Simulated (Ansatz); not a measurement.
Mulliken charges of CH₅FO₂Si, SMILES `OCO[SiH2]F` from r2SCAN/def2-TZVPP in Ansatz (PBE0-D4/def2-TZVP geometry).

| atom | x (Å) | y (Å) | z (Å) | charge (e) |
| --- | --- | --- | --- | --- |
| O1 | 1.478 | -0.780 | 0.507 | -0.355 |
| C2 | 0.285 | -1.228 | -0.045 | 0.252 |
| O3 | -0.769 | -0.311 | 0.117 | -0.388 |
| Si4 | -0.697 | 1.287 | -0.212 | 0.680 |
| F5 | -0.219 | 1.516 | -1.718 | -0.325 |
| H6 | 1.397 | -0.779 | 1.466 | 0.205 |
| H7 | 0.484 | -1.384 | -1.108 | 0.056 |
| H8 | -0.053 | -2.164 | 0.411 | 0.055 |
| H9 | -2.081 | 1.781 | -0.073 | -0.085 |
| H10 | 0.256 | 2.011 | 0.656 | -0.097 |

Task: By hand: the dipole of these point charges (1 e Å = 4.8032 D).

Result: Σ q r = (-0.095, -0.232, 0.381) e Å, of length 0.456 e Å = 2.19 D.

Task: How does the dipole of the full density compare? (Best estimate.)

Result: Ansatz gave: (-0.038, -0.225, 0.382) e Å, 2.14 D; the point charges give 1.02 times that, at 7° from its direction.

Point charges leave out the atoms' own dipoles, such as those of lone pairs, and Mulliken's split depends on the basis, so the close match here is no proof of good charges.
